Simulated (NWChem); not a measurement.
# CH$_{6}$OSi; SMILES CO[SiH3]

Computed with NWChem. Pople sets run with spherical d functions. Structure relaxed at the B3LYP/6-31G* (spherical d) level. Level: B3LYP/6-31G* with SMD (1 M gas to 1 M solution), gas-phase geometry. Reactions with the solvent are ignored.

Task: What does the run give for solvent n-hexane? Quantities: solvation free energy (kcal/mol); cavity-dispersion-structure term (kcal/mol); dipole in solution (D).

Result: 
```json
{
  "solvation free energy (kcal/mol)": "-1.2",
  "cavity-dispersion-structure term (kcal/mol)": "-0.4",
  "dipole in solution (D)": "1.35"
}
```
